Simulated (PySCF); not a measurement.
Gallium: a sound run and one with changed settings

Sound run: Ga [Ar] 3d10 4s2 4p1, Ga⁺ [Ar] 3d10 4s2. All numbers are calculated (PySCF 2.14, the spin-free X2C one-electron Hamiltonian (Gaussian nucleus), in jorge-DZP-DKH). In the sound run the correlated levels freeze [Ar] 3d10. The sound run starts from symmetry-adapted Hartree-Fock orbitals and uses a fine grid where one is needed.

Changed run: all electrons correlated in a basis built for the valence shell.

```
species  method  sound run (hartree)  changed run (hartree)  converged
     Ga     MP2          -1942.07746            -1942.65227        yes
    Ga⁺     MP2          -1941.88374            -1942.45771        yes
```

Ionisation energy of Ga:

```csv
method,sound run (eV),changed run (eV)
UHF,5.307,5.307
MP2,5.271,5.294
SCS-MP2,5.244,5.246
```

A valence basis has no tight correlating functions, so it recovers only part of the core correlation, and not evenly between atom and ion.

For comparison, NIST gives 5.999 eV between the lowest levels.
